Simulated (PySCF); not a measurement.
## How methods differ on the excitation energy of Ar²⁺

Ar²⁺ [Ne] 3s2 3p4 (3P) → Ar²⁺ [Ne] 3s1 3p5 (3P), as a difference of total energies. Computed with PySCF 2.14 in x2c-TZVPPall (5s5p3d1f, 42 functions), with scalar relativity by spin-free X2C-1e. Correlated levels: valence: [Ne] frozen; valence and next inner shell: 1s2 frozen. The calculations carry no spin-orbit coupling.

```tsv
method	excitation energy (eV)
UHF	17.320
LDA	14.822
PBE	14.922
PBE0	15.548
r2SCAN	15.289
r2SCANh	15.479
HSE06	15.556
BLYP	14.894
PBEsol	14.864
ROHF	17.226
MP2 (valence)	15.778
SCS-MP2 (valence)	15.584
MP2 (valence and next inner shell)	15.710
SCS-MP2 (valence and next inner shell)	15.530
```

Problem. How much does correlation contribute at MP2 (valence and next inner shell)?

Solution. 15.710 − (17.320) = -1.610 eV, measured against UHF.
